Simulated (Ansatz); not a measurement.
Job for Ansatz (a first-principles code): R-CCSD(T)/cc-pV(D+d)Z on BClH4Si (SMILES [SiH3]BCl), a point of a torsion scan. Files ending in .json are basis or fitting sets from the Basis Set Exchange.

Ansatz 0.2 input:
```yaml
crystal:
  periodic: [false, false, false]
  atoms:
    - {symbol: Si, position_ang: [-0.81953098, -0.04999815, 0.07988696]}
    - {symbol: B, position_ang: [1.08703801, 0.45626482, -0.05017049]}
    - {symbol: Cl, position_ang: [2.26946365, -0.34165143, 0.86646115]}
    - {symbol: H, position_ang: [-1.56311043, 0.87245514, 0.95078550]}
    - {symbol: H, position_ang: [-1.51045031, -0.01389675, -1.21580617]}
    - {symbol: H, position_ang: [-1.05108918, -1.39197956, 0.62640077]}
    - {symbol: H, position_ang: [1.48055232, 1.32941011, -0.73606561]}
basis:
  gaussian:
    orbitals: cc-pV_D+d_Z.json
magnetization: {spin_polarized: false}
correlation: {method: ccsd_t, electrons: outside_noble_gas}
scf: {lower_state_search: off}
```

The log:

```
WARN ansatz: RAYON_NUM_THREADS=1 ignored (pool sized by the plan → 1); use --threads N
Functional definition: HF
these checks for a lower state are left out or cut short: stability, starts, cluster_reference, orbital_swaps, neighbouring_geometries, increment
integrals: 0.07 GiB planned
797 factors; integrals over basis functions are off by at most 9.9e-4 eV
mean field: 0.19 GiB planned
mean field evaluation 1: about -21100.3115 eV, gradient 1.4e1 eV
mean field evaluation 2: about -21100.3606 eV, gradient 1.4e1 eV
mean field evaluation 4: about -21101.4755 eV, gradient 2.1e0 eV
mean field evaluation 8: about -21101.4937 eV, gradient 5.9e-4 eV
mean field -21101.49366706 eV, -775.4655891583 hartree, gradient 5.8e-6 eV, S^2 0.000000; 0 other end points of the search recorded, 0 dependent functions left out
11 core orbitals not correlated
reference -21101.49366706 eV, -775.4655891583 hartree; 9, 9 occupied and 60, 60 virtual orbitals, 797 factors
second order -8.82842132 eV of doubles, -0.00000000 eV of singles
coupled cluster: 0.18 GiB planned
cycle   1  -9.82182631 eV  change   -9.9e-1 eV  update   8.0e-2
cycle   2  -10.16648766 eV  change   -3.4e-1 eV  update   2.6e-2
cycle   3  -10.21107543 eV  change   -4.5e-2 eV  update   1.2e-2
cycle   4  -10.20604012 eV  change    5.0e-3 eV  update   4.3e-3
cycle   5  -10.20498493 eV  change    1.1e-3 eV  update   1.2e-3
cycle   6  -10.20497756 eV  change    7.4e-6 eV  update   3.6e-4
cycle   7  -10.20501144 eV  change   -3.4e-5 eV  update   1.1e-4
cycle   8  -10.20503827 eV  change   -2.7e-5 eV  update   3.8e-5
cycle   9  -10.20504008 eV  change   -1.8e-6 eV  update   1.2e-5
perturbative correction -0.26775987 eV, -0.0098399936 hartree
Total energy: -21111.96646700 eV, -775.8504574575 hartree
Checks for a lower state left out: stability, starts, cluster_reference, orbital_swaps, neighbouring_geometries, increment
```

Self-consistency was reached.

Cost: around 2.6 core-seconds (rough).
